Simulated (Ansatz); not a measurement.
Results of the Gaussian-basis code of Ansatz.

A structure relaxed at PBE0-D4/def2-TZVP, charge 0, multiplicity 1:

```tsv
atom	x (Å)	y (Å)	z (Å)
N1	-0.7351	1.4379	-0.5320
C2	0.5132	0.6819	-0.3621
Si3	0.0697	-1.0943	0.0847
O4	1.2789	-1.8963	0.8459
O5	-1.2486	-0.9455	1.0520
H6	-1.1983	1.1745	-1.3935
H7	-0.5581	2.4328	-0.5927
H8	1.2096	0.7484	-1.2095
H9	1.0430	1.0940	0.5047
H10	-0.2109	-1.9170	-1.1174
H11	1.4537	-1.6610	1.7586
H12	-1.6172	-0.0554	0.9612
```

Q: Give its formula and SMILES.

A: CH7NO2Si, `NC[SiH](O)O`.

Q: Summarise the bond lengths by kind.

A: 1 × C–N 1.469 Å; 2 × H–N 1.012 to 1.013 Å; 1 × C–Si 1.884 Å; 2 × C–H 1.096 to 1.099 Å; 2 × O–Si 1.639 to 1.642 Å; 1 × H–Si 1.483 Å; 2 × H–O 0.959 to 0.968 Å.
